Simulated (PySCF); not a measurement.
## [Mo(Cl)5(CH3)] (charge 0, multiplicity 1)

All values below come from TPSSh-D3(BJ)/def2-TZVP // PBE-D3(BJ)/def2-SVP (PySCF).

```json
{
  "HOMO": "-7.46 eV",
  "dipole_moment": "2.02 D",
  "HOMO–LUMO gap": "1.76 eV",
  "LUMO": "-5.70 eV",
  "charge on the central atom (Mulliken)": "0.70 e",
  "total_energy": "-2409.4568 Ha",
  "cost": "about 15 core-minutes (a rough figure)"
}
```

```xyz
10

Mo     0.0284    -0.2041    -0.0076
Cl     2.1761     0.5807     0.1837
Cl    -0.1918    -0.1410    -2.2905
Cl    -0.4012    -0.6519     2.2013
Cl     0.6259    -2.4277    -0.2331
Cl    -0.3592     2.1580     0.2417
C     -2.1216     0.0253    -0.0810
H     -2.4871     0.5852    -0.9560
H     -2.5712     0.3796     0.8597
H     -2.2813    -1.0764    -0.2131
```
Charge 0, spin multiplicity 1.
